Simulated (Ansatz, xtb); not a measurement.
## AlH7O3Si2: where a starting geometry ends

The starting geometry of this gas-phase singlet was built from a drawn formula by distance geometry and a force field; its bonds are those of `O[SiH2][AlH][SiH](O)O`.

```xyz
13

Al   -2.7674   -0.5002    1.3823
O    -2.1643    0.9685   -1.5665
O     0.1122   -1.9437    2.2516
O    -0.2751   -1.6920   -0.5265
Si   -3.2534    1.1518   -0.2171
Si   -1.0248   -2.0987    0.9913
H    -1.2747    1.1341   -1.1540
H    -4.6107    1.0168   -0.7268
H    -3.0570    2.4579    0.3664
H    -3.6456   -0.6328    2.7019
H    -1.5773   -3.4319    0.9823
H     0.5170   -0.9947    2.1644
H    -1.0395   -1.8805   -1.1714
```

Predict what it relaxes into with r2SCAN-D4/def2-SVP.

It keeps its bonds, and is `O[SiH2][AlH][SiH](O)O`.

The energy falls by 1.04 eV over 36 steps:

```json
{"step": "1", "E − E(last) (eV)": "1.040"}
{"step": "5", "E − E(last) (eV)": "0.281"}
{"step": "9", "E − E(last) (eV)": "0.254"}
{"step": "13", "E − E(last) (eV)": "0.207"}
{"step": "17", "E − E(last) (eV)": "0.092"}
{"step": "20", "E − E(last) (eV)": "0.057"}
{"step": "24", "E − E(last) (eV)": "0.033"}
{"step": "28", "E − E(last) (eV)": "0.024"}
{"step": "32", "E − E(last) (eV)": "0.006"}
{"step": "36", "E − E(last) (eV)": "0.000"}
```

Final geometry (Å):

```yaml
atoms:
  - { symbol: Al, position_ang: [-3.2102, -0.8971, 1.6035] }
  - { symbol: O, position_ang: [-1.3532, 0.5592, -0.6079] }
  - { symbol: O, position_ang: [0.0583, -1.0985, 1.4080] }
  - { symbol: O, position_ang: [-1.3229, -2.4052, -0.6121] }
  - { symbol: Si, position_ang: [-2.8418, 1.0440, 0.1108] }
  - { symbol: Si, position_ang: [-1.1896, -2.1605, 1.0435] }
  - { symbol: H, position_ang: [-0.9803, 1.1714, -1.2572] }
  - { symbol: H, position_ang: [-3.8404, 1.2856, -0.9871] }
  - { symbol: H, position_ang: [-2.6391, 2.3870, 0.7564] }
  - { symbol: H, position_ang: [-4.4856, -1.0280, 2.5482] }
  - { symbol: H, position_ang: [-0.8378, -3.4709, 1.6517] }
  - { symbol: H, position_ang: [-0.0413, -0.2849, 0.8863] }
  - { symbol: H, position_ang: [-1.3768, -1.5475, -1.0661] }
```

From the same start GFN2-xTB ends elsewhere, differing in Al1–O4 (1.66 against 3.28 Å here), O4–Si6 (3.04 against 1.68 Å here).

The end wasn't checked by frequencies. Run with Ansatz 0.2.0, 3.5 min on 2 threads of Arm Neoverse V1 (shared host).
